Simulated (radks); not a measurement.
Q: The iron ion Fe3+, configuration [Ne] 3p6 3d7 (not the ground configuration). All-electron calculation, scalar-relativistic Kohn-Sham, r2SCAN, spin-polarised, spherical densities, finite nucleus; open shells are filled with parallel spins first; meta-GGA in the generalised Kohn-Sham scheme; Fermi nuclear charge, rms radius 3.7377 fm. Program: a radial shooting solver on a logarithmic mesh with Libxc functionals. Some entries of the table are withheld. Estimate them.

| orbital | occ. | eigenvalue (Ry) | <r^2> (bohr^2) | r(max) (bohr) |
|---|---|---|---|---|
| 1s down | 1 | -519.7938 | 0.004597 | 0.03827 |
| 1s up | 1 | -519.7923 | 0.004597 | 0.03827 |
| 2s up | 1 | (1) | 0.08386 | 0.2221 |
| 2s down | 1 | (2) | 0.08356 | 0.2219 |
| 2p up | 3 | -55.03672 | 0.06809 | (3) |
| 2p down | 3 | -54.91933 | 0.06777 | (4) |
| 3p up | 3 | -7.60000 | (5) | 0.7079 |
| 3p down | 3 | -7.24518 | (6) | 0.7106 |
| 3d up | 5 | -3.47887 | 1.133 | 0.6889 |
| 3d down | 2 | -3.14806 | 1.220 | 0.6972 |

A: 
(1) 2s up eigenvalue (Ry): -64.14518
(2) 2s down eigenvalue (Ry): -63.99194
(3) 2p up r(max) (bohr): 0.1797
(4) 2p down r(max) (bohr): 0.1795
(5) 3p up <r^2> (bohr^2): 0.8215
(6) 3p down <r^2> (bohr^2): 0.8363
